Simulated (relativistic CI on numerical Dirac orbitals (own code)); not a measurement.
**Re6+: 5p photoemission**

Computed with this model: Dirac-Coulomb-Breit CI, separate exchange-only KLI orbitals for each configuration, a model potential for QED, valence Slater integrals scaled by 0.8, multiplet model of photoemission in the sudden approximation; configurations [Xe] 4f14 5d → [Kr] 4d10 4f14 5s2 5p5 5d; 300 K; Lorentzian 1.5 eV and Gaussian 0.6 eV FWHM. Energies are those of the free ion, without screening or charge transfer. The energies are binding energies and can lie tens of eV above those of solids. S is read from ⟨S²⟩ = S(S + 1).

Field parameters in Wybourne normalisation: Td as Oh with Dq negative (B⁴₀ = 21Dq, B⁴₄ = √(5/14) B⁴₀). The field is a parameter set, without covalency.

Computed curve for free ion, scaled to 100 at the maximum (points under 2 are left out and the grid is thinned):

```csv
Energy (eV),Intensity
119.2,2.0
119.6,2.3
120.2,2.8
120.6,3.3
121.0,3.9
121.6,5.2
122.0,6.5
122.4,8.3
123.0,13.4
123.4,19.3
124.0,32.4
124.4,42.7
124.8,53.3
125.4,73.5
125.8,93.9
126.2,99.3
126.8,67.1
127.2,46.8
127.6,32.6
128.2,18.9
128.6,13.9
129.0,10.7
129.6,7.7
130.0,6.6
130.6,6.0
131.0,6.3
131.4,7.5
132.0,10.8
132.4,11.4
132.8,9.4
133.4,6.1
133.8,5.0
134.2,4.5
134.8,4.7
135.2,5.2
135.6,6.3
136.2,9.6
136.6,14.2
137.2,28.3
137.6,40.1
138.0,42.0
138.6,25.3
139.0,15.9
139.4,10.6
140.0,6.7
140.4,5.4
140.8,4.5
141.4,3.9
141.8,3.9
142.2,4.3
142.8,6.0
143.2,8.5
143.8,16.0
144.2,21.0
144.6,19.8
145.2,11.0
145.6,6.9
146.0,4.6
146.6,2.9
147.0,2.2
```

The ground state has S = 0.50, and the centroid lies at 130.53 eV.
